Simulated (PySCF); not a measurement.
Molecule: SMILES C[C@H]1CC[SiH2]C1, C5H12Si.

Bonds (- single, = double, # triple, : aromatic): C1-C2, C2-C3, C3-C4, C4-Si5, Si5-C6, C6-C2. C1 carries H7, H8, H9; C2 carries H10; C3 carries H11, H12; C4 carries H13, H14; Si5 carries H15, H16; C6 carries H17, H18. Stereochemistry as in C[C@H]1CC[SiH2]C1. H11, H14, H15, H18 are cis to C1 on the ring; H12, H13, H16, H17 are trans to C1 on the ring.

Frames of a GFN2-xTB Langevin trajectory at 300 K; GIAO PBE0/pcSseg-1 shieldings in PySCF 2.14.0 with density-fitted response routines, gas phase, non-relativistic; equivalent atoms averaged within each frame.

Shifts are taken against calculated references (same method and geometry level): 13C (σ = 186.93 ppm) and 29Si (σ = 349.16 ppm) and 1H (σ = 31.72 ppm) vs TMS. The references are static minima.

Question: How do the shifts (ppm) fluctuate along the trajectory?

Answer: 
| time (fs) | C2 | C3 | C1 | C6 | C4 | Si5 | H15 | H16 | H14 | H12 |
| --- | --- | --- | --- | --- | --- | --- | --- | --- | --- | --- |
| optimised geometry | 40.8 | 40.4 | 25.4 | 19.4 | 10.9 | -30.6 | 4.23 | 4.25 | 1.06 | 2.03 |
| 250 | 42.5 | 35.8 | 24.6 | 24.4 | 11.1 | -34.0 | 4.30 | 4.12 | 1.99 | 1.87 |
| 425 | 42.2 | 40.2 | 27.1 | 15.2 | 18.2 | -26.1 | 4.44 | 4.05 | 1.16 | 1.66 |
| 625 | 41.6 | 43.4 | 23.1 | 19.4 | 13.7 | -30.6 | 3.40 | 3.74 | 1.87 | 1.83 |
| 800 | 43.7 | 48.5 | 26.1 | 20.4 | 13.2 | -38.1 | 4.04 | 3.59 | 1.37 | 3.31 |
| 1000 | 45.3 | 43.8 | 27.6 | 20.2 | 14.5 | -25.5 | 4.24 | 4.66 | 1.33 | 1.13 |
| mean of frames | 43.1 | 42.4 | 25.7 | 19.9 | 14.1 | -30.9 | 4.08 | 4.03 | 1.54 | 1.96 |
| standard deviation | 1.5 | 4.7 | 1.9 | 3.3 | 2.6 | 5.4 | 0.41 | 0.41 | 0.36 | 0.81 |

5 frames give an uncertainty of the mean of about the standard deviation over 2.2 at best, since frames this close in time may not be independent; classical motion lacks zero-point vibration, and the reference would need the same averaging.
